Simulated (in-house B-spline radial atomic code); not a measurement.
Configurations of Fe+, with energies counted from [Ar] 3d6 4s1. Level of theory: scalar-relativistic (X2C) LC-wPBE, spin-polarised, spherical fractional occupations, Fermi nucleus of rms radius 3.7377 fm; calculated with a B-spline radial code for spherical atoms. Shells without spins written out take the highest spin.

Caution: exact exchange at fractional occupations of open shells leaves self-interaction of up to several eV.

Occupations are held fixed; configurations that lie above the ionisation limit could autoionise.

| configuration | E - E(ref) (eV) | highest orbital | its <r> (bohr) |
| --- | --- | --- | --- |
| [Ar] 3d5 4s1 4p1 | 4.8571 | 4p up | 3.143 |
| [Ar] 3d6 5p1 | 12.022 | 5p up | 8.13 |
| [Ar] 3d5 4s1 5f1 | 14.465 | 5f up | 18.04 |
| [Ar] 3d(3 up, 2 down) 4s(1 up, 0 down) 5f(0 up, 1 down) | 34.408 | 5f down | 18.1 |
| [Ne] 3s2 3p5 3d6 4s1 5p1 | 72.932 | 5p up | 7.626 |
| [Ne] 3s2 3p(2 up, 3 down) 3d(3 up, 3 down) 4s(0 up, 1 down) 4p(1 up, 0 down) | 83.849 | 4p up | 3.362 |
| [Ne] 3s2 3p(3 up, 2 down) 3d(2 up, 4 down) 4s(1 up, 0 down) 5s(1 up, 0 down) | 84.869 | 5s up | 5.99 |

Task: Order these further configurations by energy, lowest first.
A. [Ar] 3d6 5f1
B. [Ar] 3d(2 up, 4 down) 4s(1 up, 0 down)
C. [Ar] 3d6 4p1
D. [Ar] 3d5 4s2
E. [Ne] 3s2 3p5 3d6 4s1 5d1

Result: D (-0.46787 eV), C (7.1331 eV), B (9.9012 eV), A (14.705 eV), E (74.893 eV).

Task: How far above the reference does [Ar] 3d(3 up, 2 down) 4s2 lie?

Result: 18.731 eV; its least bound orbital is 4s down with <r> = 2.576 bohr.

Task: How far above the reference does [Ne] 3s2 3p5 3d6 4s1 4p1 lie?

Result: 66.23 eV; its least bound orbital is 4p up with <r> = 3.12 bohr.

Task: How far above the reference does [Ar] 3d5 4s1 5s1 lie?

Result: 8.9426 eV; its least bound orbital is 5s up with <r> = 5.958 bohr.

Task: Is the reference the lowest configuration at this level of theory?

Result: No: [Ar] 3d5 4s2 lies 0.4679 eV lower with this functional.
